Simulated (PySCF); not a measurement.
```xyz
3
charge 0 multiplicity 1, angstrom
Sc   -1.4994    0.0000   -0.9154
O    -3.0539    0.0000   -0.3498
I     0.9228    0.0000    0.3687
```

Level of theory: PBE0/[Sc def2-TZVP, O def2-TZVP, I def2-TZVP with ECP28], scalar-relativistic core potentials, density fitting, no spin–orbit coupling, PySCF.

This geometry of ScOI is a stationary point at this level.

Problem. What is the point group?

Solution. Cs.

Problem. Is it a minimum?

Solution. Yes: all harmonic wavenumbers are real.

Problem. List the harmonic modes with their infrared intensities.

Solution. 
| symmetry | ω (cm⁻¹) | IR (km/mol) | type |
| --- | --- | --- | --- |
| a' | 94 | 33.1 | bend |
| a' | 247 | 64.4 | mixed |
| a' | 1012 | 394 | stretch |

Problem. Give the atomic charges and bond orders.

Solution. 
```csv
atom,Mulliken,Löwdin,polar tensor,Mayer order to Sc1
Sc1,1.04,0.27,1.79,–
O2,-0.59,-0.24,-1.14,2.17
I3,-0.46,-0.03,-0.65,0.94
```

Problem. What is the atomisation energy, with and without zero-point energy?

Solution. 1025 kJ/mol without, 1017 kJ/mol with.

Other isomers or separated fragments may lie lower.
